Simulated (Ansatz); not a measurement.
`C1CCC2(CC1)CCCC2`, relaxed with RKS PBE-D4/def2-SVP in the Gaussian-basis code of Ansatz from a rough embedded geometry. The force threshold is 0.03 eV/Å; the program also tests the step.

The species carries charge 0 and has multiplicity 1.

Start:

```xyz
28

C    -0.653    0.790    2.455
C    -1.024   -0.536    1.799
C     0.063   -0.983    0.824
C     0.374    0.071   -0.247
C     0.704    1.399    0.441
C    -0.404    1.849    1.388
C     1.540   -0.397   -1.133
C     0.923   -1.374   -2.137
C    -0.555   -0.963   -2.262
C    -0.760    0.195   -1.276
H    -1.453    1.112    3.125
H     0.252    0.659    3.052
H    -1.159   -1.304    2.564
H    -1.975   -0.425    1.275
H    -0.238   -1.916    0.347
H     0.977   -1.179    1.391
H     0.880    2.169   -0.314
H     1.629    1.276    1.010
H    -1.322    2.022    0.823
H    -0.120    2.793    1.859
H     1.953    0.466   -1.659
H     2.342   -0.853   -0.554
H     1.005   -2.397   -1.768
H     1.437   -1.331   -3.097
H    -0.801   -0.656   -3.278
H    -1.206   -1.800   -2.009
H    -0.660    1.149   -1.797
H    -1.748    0.164   -0.823
```

(1) How much energy does the relaxation release, and in how many steps? (Best estimate.)

(2) Which bonds change most? (Estimate.)

(3) Give the relaxed structure. (An estimate is asked.)

## Answers

(1) Ansatz gave: 15.95 kJ/mol, in 3 steps.

(2) The calculation gave: C1–H12 from 1.093 to 1.114 Å; C6–H19 from 1.092 to 1.113 Å; C2–H14 from 1.092 to 1.113 Å; C10–H28 from 1.088 to 1.109 Å.

(3) The calculation gave: 
```xyz
28

C    -0.686    0.786    2.468
C    -1.030   -0.551    1.800
C     0.064   -0.987    0.817
C     0.389    0.085   -0.255
C     0.710    1.415    0.452
C    -0.389    1.868    1.422
C     1.550   -0.386   -1.160
C     0.928   -1.395   -2.146
C    -0.570   -0.989   -2.259
C    -0.754    0.206   -1.296
H    -1.508    1.109    3.141
H     0.211    0.650    3.113
H    -1.185   -1.339    2.567
H    -2.000   -0.455    1.264
H    -0.218   -1.946    0.334
H     0.998   -1.194    1.388
H     0.903    2.199   -0.313
H     1.662    1.292    1.017
H    -1.317    2.095    0.851
H    -0.093    2.816    1.918
H     1.944    0.496   -1.711
H     2.397   -0.805   -0.577
H     1.023   -2.430   -1.758
H     1.445   -1.386   -3.126
H    -0.857   -0.721   -3.296
H    -1.228   -1.835   -1.969
H    -0.626    1.165   -1.845
H    -1.766    0.237   -0.843
```
